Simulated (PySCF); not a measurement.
Isomers of C4H7N3, one GFN2-xTB conformer each. Single-point energies are computed at PBE0/pcSseg-1 (PySCF, gas phase, no added dispersion term), electronic only.

```tsv
SMILES	GFN2-xTB relative energy (kcal/mol)
CCn1ccnn1	7.3
Cc1cnn(C)n1	0.0
Cn1cc(N)cn1	3.6
```

Conformers: `[CH3:1][CH2:2][n:3]1[cH:4][cH:5][n:6][n:7]1` with C1–C2–N3–C4 77°.

**Question.** What does PBE0/pcSseg-1 give for the same structures?

**Answer.** 
```csv
SMILES,PBE0/pcSseg-1 E (Eh),PBE0/pcSseg-1 (kcal/mol),GFN2-xTB (kcal/mol),point group
Cc1cnn(C)n1,-320.45943,0.0,0.0,–
Cn1cc(N)cn1,-320.45744,1.2,3.6,–
CCn1ccnn1,-320.44623,8.3,7.3,C1
```

Both levels put the same isomer lowest; measured from each level's own lowest isomer, the values differ by up to 2.4 kcal/mol (Cn1cc(N)cn1: 3.6 against 1.2). Neighbours under 2.5 kcal/mol apart (Cc1cnn(C)n1 and Cn1cc(N)cn1) can change places with a better method, another conformer or zero-point energy.

**Question.** Which frontier levels, dipoles and rotational constants go with these structures?

**Answer.** 
| SMILES | HOMO (eV, PBE0/pcSseg-1) | LUMO (eV) | dipole (D) | A, B, C (MHz) |
| --- | --- | --- | --- | --- |
| Cc1cnn(C)n1 | -7.20 | 0.16 | 0.37 | 7119, 2178, 1703 |
| Cn1cc(N)cn1 | -5.62 | 0.74 | 2.64 | 7431, 2073, 1640 |
| CCn1ccnn1 | -7.53 | 0.04 | 4.75 | 7177, 2045, 1792 |
